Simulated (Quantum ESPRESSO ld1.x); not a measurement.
Values are calculated unless marked as measured or tabulated.
Mn I, configuration [Ar] 3d5 4s2. Level of theory: non-relativistic Kohn-Sham, BLYP, spin-unpolarised, spherical densities, point nucleus (ld1.x of Quantum ESPRESSO 7.5).

Normalised radial functions P(r) = r R(r), r in bohr:

```
   r/bohr * 3p (the largest magnitude, 1.13, reaches the edge; | marks zero)
 0.005959                             *
 0.006827                             *
 0.007822                             *
 0.008961                             *
  0.01027                             *
  0.01176                             *
  0.01348                             |*
  0.01544                             |*
  0.01769                             |*
  0.02026                             |*
  0.02322                             | *
   0.0266                             | *
  0.03047                             |  *
  0.03491                             |  *
     0.04                             |   *
  0.04583                             |    *
   0.0525                             |     *
  0.06015                             |      *
  0.06892                             |       *
  0.07896                             |         *
  0.09046                             |          *
   0.1036                             |           *
   0.1187                             |            *
    0.136                             |             *
   0.1558                             |             *
   0.1786                             |            *
   0.2046                             |           *
   0.2344                             |        *
   0.2685                             |    *
   0.3076                             |*
   0.3524                        *    |
   0.4038                   *         |
   0.4626             *               |
     0.53        *                    |
   0.6072    *                        |
   0.6957  *                          |
    0.797  *                          |
   0.9131    *                        |
    1.046       *                     |
    1.199          *                  |
    1.373               *             |
    1.573                  *          |
    1.802                      *      |
    2.065                         *   |
    2.366                          *  |
     2.71                            *|
    3.105                            *|
    3.558                             *
    4.076                             *
     4.67                             *
     5.35                             *
     6.13                             *
    7.023                             *
    8.046                             *
    9.218                             *
    10.56                             *
```

3p: eigenvalue -54.075 eV, 1 radial node at r = 0.314 bohr, <r> = 0.908 bohr, 90 % of the charge inside 1.40 bohr.
